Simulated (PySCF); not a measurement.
Structure from 2D NMR

Compound of formula C6H8O3Si. Correlations simulated from computed shifts and the bond graph:

HSQC (one-bond C–H):
| δH | δC |
| --- | --- |
| 8.53 | 161.4 |
| 7.39 | 131.5 |
| 4.06 | 53.6 |

HMBC (two and three bonds, from the bond graph):
| δH | δC |
| --- | --- |
| 8.53 | 169.7, 154.1, 131.5, 126.9 |
| 7.39 | 169.7, 161.4, 154.1, 126.9 |
| 4.45 | 154.1, 131.5 |
| 4.06 | 169.7 |

Carbons without hydrogens: δ 169.7, 154.1, 126.9.

No solvent, single conformer, fast rotation and ring inversion assumed for equivalent nuclei, non-relativistic. Geometry: GFN2-xTB; shielding tensors at PBE0/pcSseg-1 (GIAO); PySCF.

Referencing at the same level of theory: ¹H (31.72 ppm) and ¹³C (186.93 ppm) against TMS.

Exchangeable hydrogens are left out of these lists.

Which molecule is this?

## Answers

SMILES C1(C(OC)=O)=COC([SiH3])=C1.

Atoms are numbered as in `[CH3:1][O:2][C:3](=[O:4])[c:5]1[cH:6][o:7][c:8]([SiH3:9])[cH:10]1`. Each H is labelled by its parent atom.

1. δC 169.7 is C3, an ester carbonyl carbon.
2. δC 161.4 is C6, an aromatic CH next to the ring oxygen (δH 8.53).
3. δC 154.1 is C8, a substituted aromatic carbon next to the ring oxygen.
4. δC 131.5 is C10, an aromatic CH (δH 7.39).
5. δC 126.9 is C5, a substituted aromatic carbon.
6. δC 53.6 is C1, a methyl carbon bonded to O (δH 4.06).
7. HMBC from δH 8.53 reaches the proton-free carbons C3, C8, C5.
8. HMBC from δH 7.39 reaches the proton-free carbons C3, C8, C5.
9. HMBC from δH 4.45 reaches the proton-free carbon C8.
10. HMBC from δH 4.06 reaches the proton-free carbon C3.

This is the structure that produced the data.

Shifts are as computed. Against solution values, carbons near 30 ppm lie about +3 ppm off and those near 130 ppm about +5 ppm. Of 1211 compounds with measured shifts, 218 miss one by over three times the rms of a fit or turn the order of signals round; such compounds aren't used in these exercises.
